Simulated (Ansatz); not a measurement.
Basis-set series for CH8Si2Te, SMILES `[SiH3]C[Te][SiH3]`. The species carries charge 0 and has multiplicity 1. Te: def2 effective core potential. All single points use the PBE0-D4/def2-TZVP geometry. It is one conformer, not always the lowest.

| functional | basis | functions | energy (Eh) | HOMO (eV) | LUMO (eV) |
| --- | --- | --- | --- | --- | --- |
| PBE0-D4 | def2-TZVPP | 277 | -889.68840 | -6.21 | -0.98 |
| PBE0-D4 | def2-QZVPP | 519 | -889.71255 | -6.22 | -1.03 |
| ωB97M-V | def2-TZVPP | 277 | -889.85333 | -8.28 | 0.77 |
| ωB97M-V | def2-QZVPP | 519 | -889.87613 | -8.29 | 0.62 |

**Question.** Give the rows for def2-SVP. (Estimate.)

**Answer.** Ansatz gave: 
| functional | basis | functions | energy (Eh) | HOMO (eV) | LUMO (eV) |
| --- | --- | --- | --- | --- | --- |
| PBE0-D4 | def2-SVP | 116 | -889.42696 | -6.14 | -0.77 |
| ωB97M-V | def2-SVP | 116 | -889.58487 | -8.18 | 1.14 |

Positive LUMOs are unbound and depend on the basis.
